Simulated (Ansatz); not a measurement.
Total energies of Mo(NH)2F2 (MoN2F2H2) from Ansatz at PBE0-D4/def2-TZVPD, gas phase (1 Eh = 27.2114 eV = 2625.5 kJ/mol). The reference geometry is relaxed at PBE-D4/def2-SVP.

| state | geometry | energy (Eh) |
| --- | --- | --- |
| charge 0 singlet | reference | -378.54425 |
| charge -1 doublet | reference | -378.56027 |
| free Mo atom (septet) | – | -68.10433 |
| free N atom (quartet) | – | -54.54388 |
| free H atom (doublet) | – | -0.50104 |
| free F atom (doublet) | – | -99.67703 |

In the def2 sets Mo takes a core potential; there is no spin–orbit coupling.

(1) Work out the vertical electron affinity, to the doublet.

(2) What is the binding energy per atom against free atoms?

(1) E(charge 0 singlet) − E(charge -1 doublet) = -378.54425 − (-378.56027) = 0.01602 Eh = 0.44 eV.

(2) Atoms: 1 × (-68.10433) + 2 × (-54.54388) + 2 × (-0.50104) + 2 × (-99.67703) = -377.54823 Eh. Binding: -377.54823 − (-378.54425) = 0.99602 Eh = 27.10 eV, or 3.87 eV for each of 7 atoms (no zero-point energy, no counterpoise term).

The restricted singlet is unstable towards broken spin symmetry in Hartree–Fock (as tested in another run); at PBE0-D4/def2-TZVPD this wasn't settled. At PBE0-D4/def2-TZVPD the highest occupied level of the charge -1 doublet lies above zero (up to 1.49 eV). By energy differences its removal costs 0.44 eV (vertical, to the charge 0 singlet, at PBE0-D4/def2-TZVPD); a positive level beside a positive removal energy at the same level points to self-interaction error.
